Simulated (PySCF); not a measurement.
# From computed data to an observable: chemical shift, span and skew from a shielding tensor

Se(iPr)(NH2) (C₃H₉NSe), SMILES CC([Se]N)C. Atoms are numbered in the order given.

```xyz
14

Se    -0.6687    -0.1133     0.5302
C      0.9255    -0.3717    -0.6139
C      1.8851    -1.2557     0.1648
C      1.5371     0.9515    -1.0268
H      0.5710    -0.9144    -1.5063
H      2.7774    -1.4816    -0.4411
H      2.2255    -0.7552     1.0859
H      1.4211    -2.2135     0.4473
H      0.8051     1.5863    -1.5497
H      2.3845     0.7925    -1.7149
H      1.9045     1.5064    -0.1491
N     -1.7316     0.9872    -0.4781
H     -1.9980     0.5714    -1.3673
H     -1.3193     1.9045    -0.6288
```
Charge 0, spin multiplicity 1.

Coordinates come from a PBE0-D3(BJ)/def2-SVP optimisation. One conformer was computed; it need not be the lowest.

GIAO shieldings from PySCF with HF/pcSseg-1, non-relativistic, no solvent. The symmetric part of the tensor of C2 has the principal values 134.7, 159.2, 173.9 ppm. The same nucleus in TMS has σ = 192.6 ppm at this level (PySCF, at its B3LYP-D3(BJ)/def2-TZVP geometry).

Problem. Work out the isotropic shielding, the ¹³C shift against TMS, the span and the skew.

Solution. 
σ(iso) = (σ11 + σ22 + σ33)/3 = 155.9 ppm. δ = σ(ref) − σ(iso) = 192.6 − (155.9) = 36.7 ppm.
Span Ω = σ33 − σ11 = 39.2 ppm. Skew κ = 3(σ(iso) − σ22)/Ω = -0.25. Tumbling in solution averages the tensor to δ; in a static solid the shielding alone would spread this spin-1/2 line over Ω.
